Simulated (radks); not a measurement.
All-electron atom: S4+ in [Ne] 3s2 (the NIST ground configuration). All-electron calculation, non-relativistic Kohn-Sham, exchange-only PBE, spin-polarised, spherical densities, point nucleus. Program: a radial shooting solver on a logarithmic mesh with Libxc functionals.

Radial electron density D(r) = 4 pi r^2 rho(r):

r (bohr)  D(r) (e/bohr)
0.008923          2.018
0.01125           2.978
0.01419           4.312
0.0179            6.092
0.02257           8.348
0.02869           11.10
0.03618           13.93
0.04563           16.46
0.05755           18.07
0.07258           18.19
0.09153           16.69
0.1154            14.21
0.1456            12.20
0.1836            12.12
0.2334            14.29
0.2943            16.86
0.3712            17.29
0.4681            14.30
0.5903            9.165
0.7444            4.672
0.9388            2.476
1.184             1.961
1.493             1.625
1.898            0.9070
2.394            0.3077
3.019           0.05621
3.807          0.004736
4.801         0.0001548

D(r) has 2 maxima, at r = 0.0659, 0.343 bohr, and minima at 0.165 bohr, inside which lie 2.19 electrons.
